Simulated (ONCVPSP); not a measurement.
## Before and after: ONCV potential for Ta (Z = 73)

* Element: tantalum
* Generator: ONCVPSP 4.0.1
* Type: optimised norm-conserving Vanderbilt (ONCV)
* Functional: PBEsol
* Relativity: fully relativistic
* Frozen core: [Xe] 4f14
* Valence charge: 5
* Reference configuration: 5d3 6s1.5 6p0.5
* Partial waves: 6s: rc 2.40 bohr, ncon 4, nbas 7, qcut 2.2 1/bohr, local; 6p: rc 2.70 bohr, ncon 4, nbas 8, qcut 3.4 1/bohr, 2 projectors, debl 1.2 Ha; 5d: rc 2.40 bohr, ncon 4, nbas 8, qcut 6.8 1/bohr, 2 projectors, debl 1.4 Ha
* Local potential: the s channel
* Core correction: none

Open shells are filled in proportion to 2j + 1.

All-electron outer shells of the reference configuration (PBEsol, scalar-relativistic, ld1.x):

| shell | level (eV) | outermost node (bohr) | outermost maximum (bohr) |
| --- | --- | --- | --- |
| 5p | -40.20 | 0.58 | 1.13 |
| 4f | -25.52 | – | 0.44 |
| 6s | -5.98 | 1.32 | 2.74 |
| 5d | -4.29 | 0.65 | 1.58 |
| 6p | -1.75 | 1.59 | 3.80 |

Change: all radii scaled by about 1.19 (s 2.86, p 3.22, d 2.86 bohr).

Cutoffs: the cutoffs (Ha) at which the residual kinetic energy of the hardest occupied pseudo-wave falls to 1 and 0.1 mHa per electron; they do not see the model core or the augmentation charge, which bear on the density cutoff. Errors are all-electron minus pseudo energies relative to the spin-unpolarised reference configuration.

Question: What does the change do?

Answer: The potential gets softer (13 Ha and 22 Ha → 12 Ha and 15 Ha); the bound ghost in p disappears; the number of tests with a reliable result goes from 3 to 4; of the 3 tests that both files solve, the error grows in 0 and shrinks in 2 by more than 15 % and 0.3 meV (median size 3.6 → 2.9 meV). A larger radius leaves more room for a smooth pseudo-wave, so fewer plane waves are needed.

| quantity | base | changed |
| --- | --- | --- |
| cutoff, loose | 13 Ha | 12 Ha |
| cutoff, tight | 22 Ha | 15 Ha |
| loose cutoff by channel | s 3.3 Ha, p 4.6 Ha, d 13 Ha | s 4.8 Ha, p 2.7 Ha, d 12 Ha |
| bound ghosts | p3/2, p1/2 | none |
| GHOST(+) flags under 300 eV | none | none |
| tests with a reliable result | 3 of 4 | 4 of 4 |
| error for 5d3 6s2 6p0, meV [ΔE -2.07 eV] | +0.1 | -0.3 |
| error for 5d3 6s1 6p0, meV [ΔE 6.44 eV] | -3.6 | -2.9 |
| error for 5d4 6s1 6p0, meV [ΔE 0.03 eV] | -11 | -8.5 |

 A true bound ghost makes a file unfit for plane-wave use even where its test errors are small: the radial tests pick states by their node count and pass the ghost by.
